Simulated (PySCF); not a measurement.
C5H11N (SMILES C=C[C@@H](C)NC), singlet, geometry from GFN2-xTB. Base run: PySCF with DF-PBE0/pcseg-0.

Input for PySCF:
```python
from pyscf import gto, scf, dft

mol = gto.M(
    atom='''
C     1.29180833    1.71638370   -0.57439802
C     0.87485598    0.80631856    0.28560008
C     0.25329565   -0.51134024   -0.09384461
C     0.98787936   -1.66329953    0.59213902
N    -1.16021228   -0.57990183    0.26402351
C    -2.00554336    0.33112900   -0.47871395
H     1.24547308    1.55040072   -1.63865555
H     1.70485131    2.66012096   -0.25814235
H     0.92502798    0.99577746    1.35162254
H     0.30963543   -0.64221735   -1.18084786
H     0.95352487   -1.54395075    1.67308422
H     0.51383295   -2.60573592    0.33328560
H     2.02786124   -1.68635920    0.27672081
H    -1.26085836   -0.40785473    1.26094410
H    -3.03374475    0.20357133   -0.14375006
H    -1.72713065    1.38994198   -0.37098506
H    -1.95076278    0.07046935   -1.53613609
''',
    basis='pcseg-0',
    verbose=4,
    max_memory=1800,
)

mf = dft.RKS(mol)
mf.xc = 'pbe0'
mf = mf.density_fit(auxbasis='def2-universal-jkfit')
mf.kernel()
```

All variants below ran on the same shared machine, one core each. Differences are taken from the largest basis of the pcseg family in the series, which isn't the basis-set limit (pcseg-2: -251.654640 Eh). The cheapest run took about 15 core-seconds (a rough figure).

```csv
setting,basis functions,"cost, times the cheapest (rough)",difference in total energy (mEh)
pcseg-0,76,1,749.82
pcseg-1,139,2,143.11
pcseg-2,334,5,reference
```

Times come from a shared machine, hold the start-up and are rough. Total energies converge more slowly with the basis than energy differences do.
